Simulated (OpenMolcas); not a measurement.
# Multiplet structure of As3+

```
Program             : OpenMolcas 26.06
Method              : SS-CASPT2, IPEA 0.25 Eh, imaginary shift 0.1 Eh (closed shells correlated: 3d)
Basis               : ANO-RCC-VTZP [6s5p3d1f]
Scalar Hamiltonian  : DKH2, point nucleus
Active space        : 2 electrons in 4 orbitals (4s 4p)
State averaging     : 2S+1 = 3 even, 3 roots; 2S+1 = 1 even, 7 roots; 2S+1 = 3 odd, 3 roots; 2S+1 = 1 odd, 3 roots
Spin-orbit coupling : state interaction with AMFI integrals over the reference wave functions, term energies averaged over their components
```

With spin-orbit coupling, above the lowest level:

```csv
Configuration,Term,J,E (eV),Measured (eV),g,Term weight %
4s2,1S,0,0.0000,0.0000,,100
4s 4p,3P*,0,9.060,,,100
4s 4p,3P*,1,9.188,9.5421,1.501,100
4s 4p,3P*,2,9.460,9.8558,1.501,100
4s 4p,1P*,1,14.137,13.8890,1.001,100
4p2,3P,0,22.071,,,99
4p2,3P,1,22.231,22.4992,1.501,100
4p2,3P,2,22.386,22.8619,1.378,76
4p2,1D,2,22.806,,1.123,76
4p2,1S,0,26.176,26.2453,,99
```

Against the 6 measured excited levels shown (Moore, Atomic Energy Levels, vol. II, NSRDS-NBS 35 (1971 reprint of NBS Circular 467, 1952)) the mean absolute deviation is 2400 cm-1; the largest miss in energy is 4p2 3P2: computed 22.386, measured 22.8619 eV (-2.1 %), and the largest in proportion 4s 4p 3P* 2 (-4.0 %).

Spin-orbit coupling puts the lowest level 0.0002 eV below the lowest spin-free term.

Over all roots computed the reference weight is 0.93 to 0.99; the roots of lowest weight are the least certain, and an intruder state may touch them. The ¹D term of p² mixes with s d, which this space lacks. Computed and measured levels are paired by configuration, term and J; levels that our copy of the source lacks, or whose pairing is in doubt (as where it misses far off the trend of its configuration), stay unpaired and out of the deviations. Only configurations of the active space appear.

The term weight is that of the spin-free term in the level, not the purity of its configuration. * marks odd parity.
